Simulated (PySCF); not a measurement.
## Correlation energy of N²⁺ (nitrogen, charge +2)

[He] 2s2 2p1, 2P determinant. All numbers are calculated (PySCF 2.14, the spin-free X2C one-electron Hamiltonian (Gaussian nucleus), in dyall-acv3z). Frozen: 1s2; 3 electrons correlated; the 19 highest virtual orbitals of each spin left out.

MP2 pair energies summed by pair of shells (mhartree):

```
 pair  energy  share (%)
2s-2s  -34.88       58.8
2s-2p  -24.40       41.2
```

Total MP2 correlation energy: -59.28 mhartree.

Same-spin part -3.92 and opposite-spin part -55.36 mhartree; SCS-MP2 scales them by 1/3 and 6/5 to -67.74 mhartree.
